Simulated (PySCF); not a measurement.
Al(Br)(Me)(OH) (CH4AlBrO), SMILES [CH3][Al]([Br])[OH].

Coordinates come from a TPSSh-D3(BJ)/def2-SVP optimisation. The structure was generated by enumeration; whether it is a known compound was not checked. One conformer was computed; it need not be the lowest.

The numbers are results of CAM-B3LYP/def2-TZVP in PySCF, not measurements.

Symmetry labels are those of the subgroup Cs that the program uses (full group Cs).

Computed valence orbital energies around the gap with their symmetry:
```json
[
 {"orbital": "HOMO−7", "symmetry": "A'", "energy (eV)": "-12.93"},
 {"orbital": "HOMO−6", "symmetry": "A\"", "energy (eV)": "-12.82"},
 {"orbital": "HOMO−5", "symmetry": "A'", "energy (eV)": "-12.40"},
 {"orbital": "HOMO−4", "symmetry": "A'", "energy (eV)": "-11.22"},
 {"orbital": "HOMO−3", "symmetry": "A\"", "energy (eV)": "-11.02"},
 {"orbital": "HOMO−2", "symmetry": "A'", "energy (eV)": "-10.22"},
 {"orbital": "HOMO−1", "symmetry": "A\"", "energy (eV)": "-9.92"},
 {"orbital": "HOMO", "symmetry": "A'", "energy (eV)": "-9.67"},
 {"orbital": "LUMO", "symmetry": "A'", "energy (eV)": "0.43"},
 {"orbital": "LUMO+1", "symmetry": "A\"", "energy (eV)": "0.57"},
 {"orbital": "LUMO+2", "symmetry": "A'", "energy (eV)": "1.98"},
 {"orbital": "LUMO+3", "symmetry": "A'", "energy (eV)": "2.61"}
]
```
